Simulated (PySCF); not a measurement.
**Working out the ionisation energy of Zn⁺**

Zn⁺ [Ar] 3d10 4s1 (2S) → Zn²⁺ [Ar] 3d10 (1S). All numbers are calculated (PySCF 2.14, no relativity, point nucleus, in 6-31G* (5s4p2d1f, 34 functions)). Frozen: [Ar]. Energies in hartree (1 hartree = 27.21139 eV):

```json
{"part": "UHF", "Zn⁺ (lower)": "-1777.209131", "Zn²⁺ (upper)": "-1776.610408"}
{"part": "CCSD correlation", "Zn⁺ (lower)": "-0.195072", "Zn²⁺ (upper)": "-0.178795"}
{"part": "(T)", "Zn⁺ (lower)": "-0.005489", "Zn²⁺ (upper)": "-0.004430"}
```

Task: What does Hartree-Fock give?

Result: (-1776.610408) − (-1777.209131) = 0.598723 hartree = 16.292 eV.

Task: What do CCSD and CCSD(T) give?

Result: The CCSD correlation energies differ by 0.016277 hartree = 0.443 eV and the triples by 0.001059 hartree = 0.029 eV, so CCSD gives 16.735 eV and CCSD(T) 16.764 eV.

Measured between the centres of the two terms (NIST): 17.964 eV, so CCSD(T) (valence) is off by -1.200 eV.

The calculation is non-relativistic.

What remains against the reference includes basis incompleteness, the frozen core and higher excitations.
